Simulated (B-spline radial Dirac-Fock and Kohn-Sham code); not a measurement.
ΔSCF core binding energies without Breit or QED terms, calculated with a radial B-spline solver.

A sound run for the free erbium atom in the configuration [Xe] 4f12 6s2: The ground state converged in 11 iterations, with total energy -13092.23237 Ha, virial ratio 1.90634 and highest orbital energy -5.23 eV. ΔSCF binding energies: K (1s) 57745.8 eV, L3 (2p3/2) 8377.9 eV, M5 (3d5/2) 1411.9 eV.

A second run, with one unsound setting: The ground state converged in 11 iterations, with total energy -11694.84864 Ha, virial ratio 2.07437 and highest orbital energy -4.59 eV. ΔSCF binding energies: K (1s) 42269.9 eV, L3 (2p3/2) 8455.6 eV, M5 (3d5/2) 1439.5 eV.

```
iter   energy (Ha)        error
   1   -11693.30946492  3.13e+00
   2   -11694.04621418  2.64e-01
   3   -11694.79746353  5.11e-02
   4   -11694.84390365  2.25e-02
   5   -11694.84137649  2.30e-02
   6   -11694.84762114  7.97e-03
   7   -11694.84863335  2.56e-04
   8   -11694.84863960  7.94e-05
   9   -11694.84864032  9.79e-06
  11   -11694.84864033  1.11e-07
```

Q: Which fault fits the second run best?
A. speed of light below Z
B. damping too heavy
C. overfilled shell
D. nuclear radius in wrong units

A: D. The input had radius_factor = 100.0: radius_factor inflates the nucleus far beyond its size, which weakens the binding of the inner electrons.
